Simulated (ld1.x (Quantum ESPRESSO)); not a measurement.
Transferability test, PAW potential for gallium (Ga)

| Quantity | Value |
| --- | --- |
| Element | Ga |
| Generator | ld1.x (Quantum ESPRESSO) 7.5 |
| Type | PAW |
| Functional | LDA (PZ) |
| Relativity | scalar-relativistic |
| Frozen core | [Ar] |
| Valence charge | 13 |
| Reference configuration | 3d10 4s2 4p1 |
| Partial waves | 4s (bound): rcut 1.35, rcutus 1.70 bohr; 4s channel at 1 Ry: rcut 1.35, rcutus 1.70 bohr; 4p (bound): rcut 1.30, rcutus 1.85 bohr; 4p channel at 0.25 Ry: rcut 1.30, rcutus 1.85 bohr; 3d (bound): rcut 0.90, rcutus 1.00 bohr; 3d channel at 2.35 Ry: rcut 0.90, rcutus 1.00 bohr |
| Local potential | all-electron potential smoothed inside 1.75 bohr (lloc = -1) |
| Core correction | Bessel-smoothed model core inside 1.05 bohr |
| Augmentation charge | PSQ, radius 0.70 bohr |

Energies are relative to the spin-unpolarised reference configuration 3d10 4s2 4p1; without spin polarisation the order of configurations can differ from experiment. Spin-polarised rows fill each open shell by Hund’s rule, majority spin first.

```json
{"valence configuration": "3d10 4s1 4p0", "charge": "+2", "ΔE all-electron (eV)": "27.391", "error AE − PS (meV)": "-4.6"}
{"valence configuration": "3d10 4s0 4p0", "charge": "+3", "ΔE all-electron (eV)": "58.991", "error AE − PS (meV)": "-15"}
{"valence configuration": "3d9 4s2 4p2", "charge": "0", "ΔE all-electron (eV)": "20.402", "error AE − PS (meV)": "-186"}
{"valence configuration": "3d9 4s0 4p0", "charge": "+4", "ΔE all-electron (eV)": "123.214", "error AE − PS (meV)": "-353"}
{"valence configuration": "3d10 4s2 4p0.5", "charge": "+0.5", "ΔE all-electron (eV)": "2.120", "error AE − PS (meV)": "-0.2"}
{"valence configuration": "3d10 4s2 4p1 (spin-polarised)", "charge": "0", "ΔE all-electron (eV)": "-0.134", "error AE − PS (meV)": "0.0"}
{"valence configuration": "3d10 4s1 4p0 (spin-polarised)", "charge": "+2", "ΔE all-electron (eV)": "27.084", "error AE − PS (meV)": "-5.4"}
```

Task: What are ΔE and the potential's error for 3d10 4s2 4p0?

Result: ΔE = 5.888 eV all-electron; the error (AE − PS) is -0.7 meV.

Task: What are ΔE and the potential's error for 3d10 4s0 4p3?

Result: ΔE = 13.544 eV all-electron; the error (AE − PS) is -2.0 meV.

Levels in the configuration 3d10 4s1 4p0 (spin-polarised):

```json
{"level": "3d up", "all-electron (eV)": "-39.798", "pseudo (eV)": "-39.802"}
{"level": "4s up", "all-electron (eV)": "-26.995", "pseudo (eV)": "-26.998"}
{"level": "3d down", "all-electron (eV)": "-39.571", "pseudo (eV)": "-39.573"}
```
